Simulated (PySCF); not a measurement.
Ionisation energy of Nd⁺ by level of theory

Nd⁺ [Xe] 4f4 6s1 (high-spin determinant) → Nd²⁺ [Xe] 4f4 (high-spin determinant), as a difference of total energies. Calculation: PySCF 2.14, in x2c-TZVPPall; the spin-free X2C one-electron Hamiltonian (Gaussian nucleus). Correlated levels: valence: [Kr] 4d10 frozen. The calculations carry no spin-orbit coupling.

```json
{"method": "UHF", "ionisation energy (eV)": "10.037"}
{"method": "MP2 (valence)", "ionisation energy (eV)": "10.741"}
{"method": "SCS-MP2 (valence)", "ionisation energy (eV)": "10.560"}
{"method": "CCSD (valence)", "ionisation energy (eV)": "10.660"}
{"method": "CCSD(T) (valence)", "ionisation energy (eV)": "10.728"}
```

**Question.** How much does correlation contribute at CCSD(T) (valence)?

**Answer.** 10.728 − (10.037) = 0.691 eV, measured against UHF.

Errors of the correlated levels include the incompleteness of this basis and the frozen core.

The determinant of Nd⁺ and of Nd²⁺ mixes LS terms, which raises its energy above the lowest term, most at the Hartree-Fock and MP2 levels.

For comparison: 10.783 ± 0.02 eV (semi-empirical (NIST evaluation); NIST Atomic Spectra Database, ionization energies).
